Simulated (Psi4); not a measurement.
C3H8NO, charge +1, singlet, geometry from GFN2-xTB, atoms displaced at random by about 0.03 Å a coordinate; HF/6-31G, gradient run with Psi4.

Here is a job for Psi4.
```
memory 2 GB

molecule mol {
1 1
  C    -0.749893   -1.121082    0.656895
  N    -0.310002    0.176849    0.183265
  C    -1.243597    1.224606    0.341369
  C     0.833883    0.390204   -0.461961
  O     1.624332   -0.623503   -0.666056
  H    -0.932059   -1.115737    1.599671
  H     0.000597   -1.891688    0.349663
  H    -1.630273   -1.442041    0.084853
  H    -0.890097    2.216565   -0.080334
  H    -1.459731    1.301429    1.376457
  H    -2.232155    1.003595   -0.197172
  H     0.996011    1.383230   -0.791419
  H     2.457430   -0.360430   -1.093169
symmetry c1
no_reorient
no_com
}

set basis 6-31g
set reference rhf

gradient('scf')
print_variables()
```

Problem. Predict the main parts of the log of this Psi4 run.

Solution. 
```
gradient() will perform analytic gradient computation.

   => Loading Basis Set <=

    Name: 6-31G
    Role: ORBITAL
    Keyword: BASIS

         ---------------------------------------------------------
                                   SCF
               by Justin Turney, Rob Parrish, Andy Simmonett
                          and Daniel G. A. Smith
                              RHF Reference
         ---------------------------------------------------------

  ==> Geometry <==

    Molecular point group: c1
    Full point group: C1

    Geometry (in Angstrom), charge = 1, multiplicity = 1:

       Center              X                  Y                   Z               Mass
    ------------   -----------------  -----------------  -----------------  -----------------
         C           -0.749893000000    -1.121082000000     0.656895000000    12.000000000000
         N           -0.310002000000     0.176849000000     0.183265000000    14.003074004430
         C           -1.243597000000     1.224606000000     0.341369000000    12.000000000000
         C            0.833883000000     0.390204000000    -0.461961000000    12.000000000000
         O            1.624332000000    -0.623503000000    -0.666056000000    15.994914619570
         H           -0.932059000000    -1.115737000000     1.599671000000     1.007825032230
         H            0.000597000000    -1.891688000000     0.349663000000     1.007825032230
         H           -1.630273000000    -1.442041000000     0.084853000000     1.007825032230
         H           -0.890097000000     2.216565000000    -0.080334000000     1.007825032230
         H           -1.459731000000     1.301429000000     1.376457000000     1.007825032230
         H           -2.232155000000     1.003595000000    -0.197172000000     1.007825032230
         H            0.996011000000     1.383230000000    -0.791419000000     1.007825032230
         H            2.457430000000    -0.360430000000    -1.093169000000     1.007825032230

  Running in c1 symmetry.

  Rotational constants: A =      0.29983  B =      0.13575  C =      0.09682 [cm^-1]
  Rotational constants: A =   8988.71251  B =   4069.66724  C =   2902.55333 [MHz]
  Nuclear repulsion =  192.351656436295229

  Charge       = 1
  Multiplicity = 1
  Electrons    = 40
  Nalpha       = 20
  Nbeta        = 20

  ==> Algorithm <==

  SCF Algorithm Type is DF.
  DIIS enabled.
  MOM disabled.
  Fractional occupation disabled.
  Guess Type is SAD.
[...]
  @DF-RHF Final Energy:  -247.19820553781420
    Total Energy =                       -247.1982055378142036
[...]
         H           -1.459731000000     1.301429000000     1.376457000000     1.007825032230
         H           -2.232155000000     1.003595000000    -0.197172000000     1.007825032230
         H            0.996011000000     1.383230000000    -0.791419000000     1.007825032230
         H            2.457430000000    -0.360430000000    -1.093169000000     1.007825032230

  Nuclear repulsion =  192.351656436295229

  ==> Basis Set <==

  Basis Set: 6-31G
    Blend: 6-31G
    Number of shells: 41
    Number of basis functions: 61
    Number of Cartesian functions: 61
    Spherical Harmonics?: false
    Max angular momentum: 1

  ==> DFJKGrad: Density-Fitted SCF Gradients <==

    Gradient:                    1
    J tasked:                  Yes
    K tasked:                  Yes
    wK tasked:                  No
    Integrals threads:           1
    Schwarz Cutoff:          1E-12
    Fitting Condition:       1E-10

   => Auxiliary Basis Set <=

  Basis Set: (6-31G AUX)
    Blend: CC-PVDZ-JKFIT
    Number of shells: 192
    Number of basis functions: 605
    Number of Cartesian functions: 605
    Spherical Harmonics?: false
    Max angular momentum: 3

  -Total Gradient:
     Atom            X                  Y                   Z
    ------   -----------------  -----------------  -----------------
       1       -0.033954277044     0.052521606810     0.145483450080
       2       -0.073929365710    -0.001909324098     0.049537984319
       3        0.052103274202    -0.051052467299     0.030767541523
       4        0.084208842381     0.029968338739    -0.046828568819
       5       -0.029182403567    -0.025428194422     0.015208962895
       6        0.019602028206    -0.001922005428    -0.120499011059
       7        0.012600714003    -0.019161245502    -0.018970273732
       8       -0.002218250139    -0.011564340538    -0.008663424498
       9        0.006750767624     0.029886050253    -0.016837596978
      10        0.005292351958    -0.010515550319    -0.013723303256
      11       -0.034928951196    -0.002881851177    -0.016602049264
      12       -0.013351214151    -0.006375007837     0.006588327624
      13        0.007006483433     0.018433990819    -0.005462038837

  Variable Map:
  ----------------------------------------------------------------------------
[...]
  Array Variable Map:
  ----------------------------------------------------------------------------
[...]
[...]
```
